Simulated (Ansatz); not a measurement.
`[SiH3][O][In]([Cl])[O][SiH3]` + `N[SiH]1C[SiH2]1` → `N[Si@@H]1[SiH2][C@H]1[SiH3]` + `[OH][In]([Cl])[O][SiH3]`  (formal exchange of groups at the Si–O bond)

Calculated with Ansatz (gas phase, PBE0-D4/def2-TZVP geometries, no zero-point term in ΔE). CBS: MP2 limit from def2 TZ/QZ plus the TZ coupled-cluster correction, frozen cores. Functionals use def2-TZVPP. B3LYP here is the variant with VWN-RPA as its local correlation; programs differ in this. Elements past krypton have def2 core potentials. For In outer-core shells are correlated without core-valence functions, which leaves a few kJ/mol of doubt a bond. Each species was taken in one conformer, which may not be the lowest.

`[SiH3][O][In]([Cl])[O][SiH3]`:

Cartesian coordinates in Å:
```
Si -0.521 -1.662 2.203
O -0.273 -0.691 0.908
In 1.277 0.076 -0.004
Cl 3.420 -0.319 0.701
O 0.916 1.202 -1.555
Si -0.437 1.702 -2.332
H -0.086 -0.995 3.463
H -1.972 -1.964 2.288
H 0.237 -2.938 2.072
H -1.318 2.487 -1.423
H -1.218 0.544 -2.849
H -0.024 2.559 -3.472
```

`N[SiH]1C[SiH2]1`:

Z-matrix (Å, degrees):
```
Si
C 1 1.886
Si 1 2.244 2 54.2
N 1 1.712 2 116.3 3 109.1
H 1 1.487 2 113.0 3 -111.0
H 2 1.089 1 116.8 3 -110.0
H 2 1.088 1 118.2 3 112.4
H 3 1.483 1 122.5 2 -100.4
H 3 1.483 1 122.2 2 99.7
H 4 1.006 1 120.2 2 -130.9
H 4 1.007 1 121.3 2 80.3
```

`N[Si@@H]1[SiH2][C@H]1[SiH3]`:

Z-matrix (Å, degrees):
```
Si
Si 1 2.238
C 1 1.898 2 54.2
N 1 1.708 2 122.6 3 -109.3
H 1 1.481 2 122.9 3 95.7
H 2 1.484 1 120.2 3 99.5
H 2 1.483 1 125.5 3 -99.7
Si 3 1.848 1 117.5 2 112.7
H 3 1.091 1 116.9 2 -108.8
H 4 1.007 1 121.3 2 151.1
H 4 1.005 1 121.2 2 -0.9
H 8 1.490 3 112.2 1 -158.5
H 8 1.490 3 111.7 1 79.9
H 8 1.490 3 109.1 1 -39.3
```

`[OH][In]([Cl])[O][SiH3]`:

Cartesian coordinates in Å:
```
O -1.196 -1.932 -1.127
In -1.491 -0.015 -0.822
Cl -3.346 1.086 -1.576
O -0.136 1.010 0.170
Si 1.291 0.618 0.860
H -0.364 -2.222 -0.740
H 1.594 -0.834 0.663
H 2.395 1.405 0.249
H 1.252 0.885 2.322
```

| level | ΔE (kJ/mol) |
| --- | --- |
| r2SCAN-D4 | 69.4 |
| B3LYP-D4 | 74.9 |
| B2PLYP | 78.9 |
| B3LYP | 81.3 |
| MP2/def2-TZVPP | 71.4 |
| CCSD/def2-TZVPP | 78.3 |
| MP2/CBS(def2) | 69.0 |
| CCSD/CBS(def2) | 75.9 |

Problem. What does CCSD(T)/CBS give? (Estimate.)

Solution. Computed: +71.2 kJ/mol. The listed levels differ from it by -1.8, 3.7, 7.7, 10.1, 0.2, 7.1, -2.2, 4.7 kJ/mol.

Largest T1 diagnostic among the species: 0.015.

The D4 term adds −6.4 kJ/mol with B3LYP and −3.3 kJ/mol with PBE0; it sums over pairs of atoms, weighted by their polarisabilities, and B3LYP, whose exchange is more repulsive, gets the larger term. From PBE to PBE0 (25 % exact exchange), in def2-TZVPP and without D4, ΔE moves by +5.5 kJ/mol. In def2-TZVPP, CCSD(T) changes the Hartree–Fock value by −28.3 kJ/mol (the triples alone add −4.7 kJ/mol) and MP2 by −30.5 kJ/mol.
